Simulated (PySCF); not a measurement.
Level of theory: PySCF with PBE0-D4/def2-TZVPD. Gas-phase values, no solvent. One relaxed conformer stands for a flexible species; it need not be the lowest. 

Reference species (SMILES): `[GeH2-][OH]` (charge -1, multiplicity 1).

```json
{
 "HOMO": "-0.09 eV"
}
```

Changed species: `[O-][GeH3]` (not the most acidic site) (proton removed from O1; the reference has proton removed from Ge2).

Problem. Give the shifts of the HOMO.

Solution. the HOMO falls by 0.86 eV, to -0.95 eV.
